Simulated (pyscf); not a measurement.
difluorosilylene (F–Si:–F) [singlet] + F–SiH(F)–F → F–SiH(F)–Si(F)(F)–F, an insertion (singlet surface; F–Si broken, F–Si, Si–Si formed). Optimised with ωB97X-D3(BJ)/def2-SVP in PySCF. Energies in kcal/mol from the separated reactants.

Small-basis levels: PySCF, no dispersion term, spherical d functions. 

Question: Quick B3LYP/6-31G* single points give ΔE‡ = 16.2 kcal/mol and ΔE = -26.3 kcal/mol. What does ωB97M-D3(BJ)/def2-TZVP give, and how far is the quick result from it?

Answer: ωB97M-D3(BJ)/def2-TZVP gives ΔE‡ = 21.5 kcal/mol and ΔE = -21.3 kcal/mol. B3LYP/6-31G* lies 5.4 kcal/mol under it in the barrier and 5.1 kcal/mol under it in the reaction energy, so on this step it does not hold to within 3.0 kcal/mol. ωB97M-D3(BJ)/def2-TZVP has limits of its own. This is the saddle that the search found; another between the same sides may lie lower.
